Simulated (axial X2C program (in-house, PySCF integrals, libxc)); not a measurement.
Correcting the dissociation energy of LiSn for spin–orbit coupling

A spin-free CCSD(T) curve (one-electron X2C) was computed with an axial X2C code built on PySCF integrals, basis Sn dyall-cv3z [11s12p9d4f1g], Li dyall-cv3z [7s8p2d] (cores contracted in-house), for the state M_S = 3/2, Λ = 0 (beyond evenly filled blocks: σα, π+α, π-α). It gives D0 = 1.507 eV to Sn + Li, which in a spin-free picture are the weighted means of the ground terms.

Correlated methods: 15 electrons correlated (number of frozen shells: Sn 4 s, 3 p, 1 d; Li 1 s), 233 virtual spin orbitals or spinors in MP2, 131 natural virtuals in coupled cluster.

Measured levels of the ground terms (NIST Handbook of Basic Atomic Spectroscopic Data), in cm⁻¹: Sn 3P: J = 0 at 0, J = 1 at 1691.8, J = 2 at 3427.7; Li 2S: J = 1/2 at 0.

The molecular state has Λ = 0, so it has no first-order lowering.

How far does each ground level lie under the (2J+1)-weighted mean of its term?

Sn: (1 × 0 + 3 × 1691.8 + 5 × 3427.7)/9 = 2468 cm⁻¹; Li: a single level, 0.

Correct D0.

D0 = 1.507 + (0 − 2468)/8065.5 = 1.201 eV at CCSD(T) with these spin–orbit terms.

Second-order spin–orbit effects in the molecule, which grow quickly with Z, are left out. Occupations by symmetry block were frozen at the best pattern of an incomplete PBE0 search. De is counted from the lowest determinant-based energies of the atoms at the same level, without counterpoise correction. CCSD and (T) use frozen natural virtuals with an MP2 correction for the truncation; (T) itself is uncorrected, so its De runs slightly low. Other states lie close and PBE0, whose exact exchange favours high spin, may order them wrongly; the determinant shown need not be the ground state. The nearest other spin-free determinant of the search, M_S = 1/2, Λ = 1, lies 0.45 eV up at the distance of the search.
